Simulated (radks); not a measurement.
Q: The table gives one normalised radial function P(r) = r R(r) of Zr in [Kr] 4d2 5s2 (r in bohr). All-electron calculation, scalar-relativistic Kohn-Sham, r2SCAN, spin-polarised, spherical densities, finite nucleus; open shells are filled with parallel spins first (spin-orbit coupling, left out, can overturn this in heavy ions); meta-GGA in the generalised Kohn-Sham scheme; Fermi nuclear charge, rms radius 4.2694 fm; hard spherical wall at 20 bohr. Program: a radial shooting solver on a logarithmic mesh with Libxc functionals.

r           P
0.002278   0.0195
0.003088   0.0252
0.004152   0.0320
0.005627   0.0401
0.007625   0.0491
0.01025    0.0577
0.01389    0.0647
0.01868    0.0667
0.02532    0.0598
0.03404    0.0399
0.04613    0.0030
0.06252   -0.0471
0.08406   -0.0937
0.1139    -0.1109
0.1532    -0.0689
0.2076     0.0361
0.2813     0.1466
0.3782     0.1622
0.5126     0.0280
0.6892    -0.1765
0.934     -0.2840
1.266     -0.1490
1.702      0.1658
2.307      0.4740
3.101      0.5947
4.203      0.4913
5.65       0.2765
7.658      0.0980
10.38      0.0206
13.95      0.0025

Which n and l does it have? It may be an empty orbital.

A: n = 5, l = 0: the number of nodes gives n - l - 1 = 4, the rise at small r (about r^(l+1), flatter next to the nucleus through relativity) gives l, and the extent must fit the shell. The curve is that of 5s up; the table hardly tells the two spins apart. 5s up: eigenvalue -4.865 eV, 4 radial nodes at r = 0.0471, 0.189, 0.535, 1.47 bohr, <r> = 3.64 bohr, 90 % of the charge inside 5.36 bohr.
